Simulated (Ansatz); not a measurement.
`OB[SiH3]` + `[OH][SnH3]` → `OB[O][SnH3]` + SiH₄  (cleavage of the B–Si bond)

Calculated with Ansatz (gas phase, PBE0-D4/def2-TZVP geometries, no zero-point term in ΔE). CCSD(T)/CBS adds triple-zeta CCSD(T) − MP2 to the extrapolated MP2 energy (def2 sets, frozen cores). This one scheme is used for every species. def2 core potentials past Kr. For Sn outer-core shells are correlated without core-valence functions, which leaves a few kJ/mol of doubt a bond. One conformer a species, not always the lowest.

```tsv
species	MP2/CBS(def2) energy (Eh)
`OB[SiH3]`	-392.01967
`[OH][SnH3]`	-291.56487
`OB[O][SnH3]`	-392.22581
SiH₄	-291.42938
```

Q: Work out ΔE.

A: ΔE = (-392.22581) + (-291.42938) − (-392.01967) − (-291.56487) = -0.07065 Eh = -185.5 kJ/mol. CCSD(T)/CBS gives -180.4 kJ/mol.

Largest T1 diagnostic among the species: 0.014.

The D4 term adds −3.2 kJ/mol with B3LYP and −1.7 kJ/mol with PBE0; it sums over pairs of atoms, weighted by their polarisabilities, and B3LYP, whose exchange is more repulsive, gets the larger term. In def2-TZVPP, CCSD(T) changes the Hartree–Fock value by +13.2 kJ/mol (the triples alone add +0.8 kJ/mol) and MP2 by +8.1 kJ/mol. From PBE to PBE0 (25 % exact exchange), in def2-TZVPP and without D4, ΔE moves by −6.5 kJ/mol.

B3LYP here is the variant with VWN-RPA as its local correlation; programs differ in this.
